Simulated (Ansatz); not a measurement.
`C#[C][Zr]([Cl])([Cl])[Cl]` + H₂O → `[OH][Zr]([Cl])([Cl])[Cl]` + `C#C` at 600 K and 1 bar (formal hydrolysis of a Zr–C bond).

Calculated with Ansatz (gas phase, PBE0-D4/def2-TZVP geometries, no zero-point term in ΔE). CBS: MP2 limit from def2 TZ/QZ plus the TZ coupled-cluster correction, frozen cores. This one scheme is used for every species. def2 core potentials past Kr. For Zr outer-core shells are correlated without core-valence functions, which leaves a few kJ/mol of doubt a bond. Each species was taken in one conformer, which may not be the lowest.

| species | CCSD(T)/CBS energy (Eh) | H − E (kJ/mol) | S (J/(mol·K)) |
| --- | --- | --- | --- |
| `C#[C][Zr]([Cl])([Cl])[Cl]` | -1503.20894 | 122.6 | 496.5 |
| H₂O | -76.37941 | 76.8 | 212.8 |
| `[OH][Zr]([Cl])([Cl])[Cl]` | -1502.40323 | 101.6 | 464.6 |
| `C#C` | -77.22717 | 96.2 | 235.4 |

H − E and S are ideal-gas, rigid-rotor, harmonic terms from PBE0-D4/def2-TZVP, for one conformer and one mirror image of each species. 1 Eh = 2625.50 kJ/mol, R = 8.31446 J/(mol·K).

By hand: ΔE, ΔH, ΔS and ΔG.

ΔE = (-1502.40323) + (-77.22717) − (-1503.20894) − (-76.37941) = -0.04205 Eh = -110.4 kJ/mol. Δ(H − E) = 101.6 + 96.2 − 122.6 − 76.8 = -1.6, so ΔH = -112.0 kJ/mol. ΔS = 464.6 + 235.4 − 496.5 − 212.8 = -9.3 J/(mol·K). ΔG = -112.0 − 600 × (-9.3)/1000 = -106.4 kJ/mol.

By hand: the equilibrium constant, and the temperature at which ΔG would vanish if ΔH and ΔS stayed fixed.

log₁₀ K = −ΔG/(RT ln 10) = 9.3. ΔG = 0 at ΔH/ΔS = 12043 K, far beyond where these terms or the molecules hold.

The number of gas molecules stays the same, so ΔS is small and ΔH decides. A doubt of 5 kJ/mol in ΔE shifts log₁₀ K by 0.4 here. Other conformers and mirror images would add mixing entropy, several J/(mol·K) or more a flexible species. These are equilibria of isolated gas molecules and say nothing of rates. Largest T1 diagnostic: 0.016 (customary marks: 0.02 for closed shells, 0.045 for open ones).
